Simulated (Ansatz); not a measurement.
Cost and result for the atomization energy of CH7BGaNSe, SMILES `C[Se][B](N)[GaH2]` (12 atoms, 11 bonds).

```csv
atom,x (Å),y (Å),z (Å)
C1,2.2023,0.4264,0.0252
Se2,0.9390,0.4851,-1.4586
B3,-0.7319,-0.0215,-0.5899
N4,-1.8780,-0.0806,-1.3875
Ga5,-0.9605,-0.4879,1.4473
H6,1.9187,1.1403,0.7944
H7,2.2537,-0.5766,0.4414
H8,3.1719,0.7003,-0.3871
H9,-2.7773,-0.3338,-1.0148
H10,-1.8979,0.1200,-2.3756
H11,0.1702,-0.4934,2.5451
H12,-2.4102,-0.8784,1.9601
```

The species carries charge 0 and has multiplicity 1. Correlated methods include outer-core shells of Ga, Se, which these sets cover unevenly. Scalar relativity is left out up to krypton. All single points use the PBE0-D4/def2-TZVP geometry. It is one conformer, not always the lowest. Program: Ansatz. All runs use 2 threads of an AMD EPYC 7R13 on a shared host and a share of an NVIDIA H100 80 GB. Times are those of one run each, without the atoms' runs, and a repeat can differ threefold. Electronic energies, without spin–orbit coupling; frozen cores. CCSD(T)/CBS adds CCSD(T) − MP2 in def2-TZVPP to the MP2 limit, and its time is that of the two runs behind it. T1 = 0.012. With those shells the extrapolation isn't a true limit. B3LYP takes the VWN-RPA correlation (the form of Gaussian; ORCA's B3LYP/G). HSE06 is the plane-wave form, built on full-range PBE exchange.

CCSD(T)/CBS is a level of theory with its own doubt, some kJ/mol a heavy atom from the limit and from the frozen cores, so smaller differences don't rank the functionals.

```
                             level  functions  wall time  atomization (kcal/mol)  difference from CCSD(T)/CBS  per bond
               BHLYP-D4/def2-TZVPP        287      1.5 s                   919.8                        -23.7      -2.2
                  CCSD(T)/def2-SVP        141      1.5 s                   887.5                        -56.0      -5.1
            LDA (SPW92)/def2-TZVPP        287      1.6 s                  1079.3                        135.8      12.3
 B3LYP-D4/def2-TZVPP (with forces)        287      1.8 s                   943.1                         -0.4       0.0
                 B2PLYP/def2-TZVPP        287      1.9 s                   931.3                        -12.2      -1.1
   PBE-D4/def2-TZVPP (with forces)        287      1.9 s                   959.7                         16.2       1.5
r2SCAN-D4/def2-TZVPP (with forces)        287      2.1 s                   947.1                          3.6       0.3
               HSE06-D4/def2-TZVPP        287      2.1 s                   946.1                          2.6       0.2
                ωB97X-V/def2-TZVPP        287      2.2 s                   946.9                          3.4       0.3
                 B97M-V/def2-TZVPP        287      2.4 s                   947.3                          3.8       0.3
                    MP2/def2-QZVPP        559      4.1 s                   944.1                          0.6       0.1
                CCSD(T)/def2-TZVPP        287      4.5 s                   920.9                        -22.6      -2.1
                 CCSD(T)/CBS(def2)          –      8.6 s                   943.5                          0.0       0.0
```

At CCSD(T), def2-SVP lies −56.0 kcal/mol from the extrapolated value and def2-TZVPP −22.6 kcal/mol: correlation converges slowly with the basis, and small sets miss more of it in the bonded molecule than in its fragments. From BLYP to BHLYP (50 % exact exchange), in def2-TZVPP and without D4, the atomization energy moves by −14.2 kcal/mol: exact exchange takes away binding that semilocal exchange gives to molecules. In def2-TZVPP, CCSD(T) changes the Hartree–Fock value by +243.6 kcal/mol (the triples alone add +14.5 kcal/mol) and MP2 by +253.6 kcal/mol; breaking electron pairs costs correlation energy, which Hartree–Fock lacks.
